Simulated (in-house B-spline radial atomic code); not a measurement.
# Ionising Ce IX (Ce8+) with different functionals

Computed with an all-electron radial atomic-structure program (B-spline basis): four-component Dirac-Coulomb Hamiltonian, Fermi nucleus of rms radius 4.8771 fm, spin-restricted, spherical fractional occupations for the functionals, and exact exchange of hybrids averaged over the configuration. The ionisation energy is the difference of two self-consistent energies, [Kr] 4d10 5s2 5p2 → [Kr] 4d10 5s2 5p1, without Breit or QED terms; ε is the level of the shell that loses the electron (mean over j). The electron is taken from both j subshells in proportion to 2j + 1, so the result is a j average, not the step between ground levels.

```json
{"method": "B97-1", "rung": "global hybrid", "ΔSCF (eV)": "123.04", "-ε(5p) (eV)": "117.28"}
{"method": "CAM-B3LYP", "rung": "range-separated hybrid", "ΔSCF (eV)": "123.37", "-ε(5p) (eV)": "119.38"}
{"method": "wB97X", "rung": "range-separated hybrid", "ΔSCF (eV)": "123.11", "-ε(5p) (eV)": "120.26"}
{"method": "LC-wPBE", "rung": "range-separated hybrid", "ΔSCF (eV)": "123.27", "-ε(5p) (eV)": "120.77"}
```

**Question.** Among the functionals, which spreads more, the ΔSCF values or the orbital energies?

**Answer.** The orbital energies: ΔSCF values span about 0.33 eV and the orbital energies 3.49 eV; here energy differences depend much less on the functional than eigenvalues do.

**Question.** How do they compare with the NIST value?

**Answer.** NIST lists 125 eV ± 2.2 (tabulated theory, ground level to ground level). Errors run from -1.96 to -1.63 eV; all lie within about twice that uncertainty, so the table can't rank the methods.
